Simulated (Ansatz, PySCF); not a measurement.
The pair A = C2H2 (SMILES C#C) (first 4 atoms), B = H2S (SMILES S); geometry from B3LYP-D3(BJ)/def2-TZVP.
(charge 0, multiplicity 1):
```xyz
7

C      0.519     0.272    -0.157
C     -0.592    -0.149    -0.007
H      1.505     0.646    -0.289
H     -1.579    -0.521     0.127
S      0.165     0.859     3.761
H      0.655    -0.375     3.957
H      0.066     0.673     2.433
```

Frozen-core correlation. Rows in 6-31G* carry no dispersion term and start afresh at each structure (6-31G* with six Cartesian d functions).

Run with Ansatz (a first-principles code); PySCF for 6-31G* rows. Each number belongs to the level named beside it.

Total energies (hartree), monomers frozen at their geometry in the pair:

```tsv
structure	B3LYP/6-31G*	MP2/aug-cc-pV(D+d)Z	CCSD(T)/aug-cc-pV(D+d)Z
AB	-476.7133126	-475.9531073	-476.0101388
A in the pair's basis	-77.3263382	-77.0913943	-77.1198350
B in the pair's basis	-399.3855399	-398.8593872	-398.8884769
A	-77.3255040	-77.0905944	-77.1189785
B	-399.3853920	-398.8588669	-398.8879139
```

Problem. Work out the interaction energy without and with the counterpoise correction, and the superposition error, for each level.

Solution. 
E(AB) − E(A) − E(B), times 627.509 kcal/mol, with the monomers in their own basis and then in the pair's basis:
- B3LYP/6-31G*: -1.52 uncorrected, -0.90 corrected; the monomers gain 0.62 kcal/mol from borrowed functions
- MP2/aug-cc-pV(D+d)Z: -2.29 uncorrected, -1.46 corrected; the monomers gain 0.83 kcal/mol from borrowed functions
- CCSD(T)/aug-cc-pV(D+d)Z: -2.04 uncorrected, -1.15 corrected; the monomers gain 0.89 kcal/mol from borrowed functions
